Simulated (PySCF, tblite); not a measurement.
Isomers of C5H7N2OS (doublet state), one GFN2-xTB conformer each. Single-point energies are computed at B3LYP/pcH-1 (PySCF, gas phase, no added dispersion term), electronic only. GFN2-xTB treats the open shell by occupation alone, and not every SCF solution was tested for stability.

Question: Rank them by B3LYP/pcH-1 energy, lowest first (kcal/mol).
A. `[CH3:1][O:2][CH:3][CH2:4][c:5]1[cH:6][n:7][s:8][n:9]1` (doublet state) with C1–O2–C3–C4 -156°, O2–C3–C4–C5 90°, C3–C4–C5–C6 -71°
B. `[CH2:1][O:2][CH2:3][CH2:4][c:5]1[cH:6][n:7][s:8][n:9]1` (doublet state) with H–C1–O2–C3 -26° and -178°, C1–O2–C3–C4 -72°, O2–C3–C4–C5 -65°, C3–C4–C5–C6 76°
C. `[CH3:1][O:2][CH2:3][CH:4][c:5]1[cH:6][n:7][s:8][n:9]1` (doublet state) with C1–O2–C3–C4 180°, O2–C3–C4–C5 180°, C3–C4–C5–C6 180°

Answer: C (0.0), A (7.6), B (8.6).

Neighbours under 5.0 kcal/mol apart (CO[CH]Cc1cnsn1 and [CH2]OCCc1cnsn1) can change places with a better method, another conformer or zero-point energy. GFN2-xTB itself gives, in the same order: 0.0, 7.9, 13.5. Both levels put the same isomer lowest; measured from each level's own lowest isomer, the values differ by up to 4.9 kcal/mol ([CH2]OCCc1cnsn1: 13.5 against 8.6).

Q: What happens when harmonic zero-point energies from GFN2-xTB frequencies are added?

A: 
| SMILES | ZPE (kcal/mol) | electronic (kcal/mol) | with ZPE (kcal/mol) |
| --- | --- | --- | --- |
| COC[CH]c1cnsn1 | 72.2 | 0.0 | 0.0 |
| CO[CH]Cc1cnsn1 | 72.3 | 7.6 | 7.7 |
| [CH2]OCCc1cnsn1 | 72.4 | 8.6 | 8.8 |

The zero-point energies span 0.2 kcal/mol. The order is unchanged.

Q: As an exercise, what shares would exp(−E/RT) give at 1000 K from these electronic energies alone (no entropy, no degeneracies)?

A: RT = 1.987 kcal/mol: COC[CH]c1cnsn1 96.7 %, CO[CH]Cc1cnsn1 2.1 %, [CH2]OCCc1cnsn1 1.2 %.
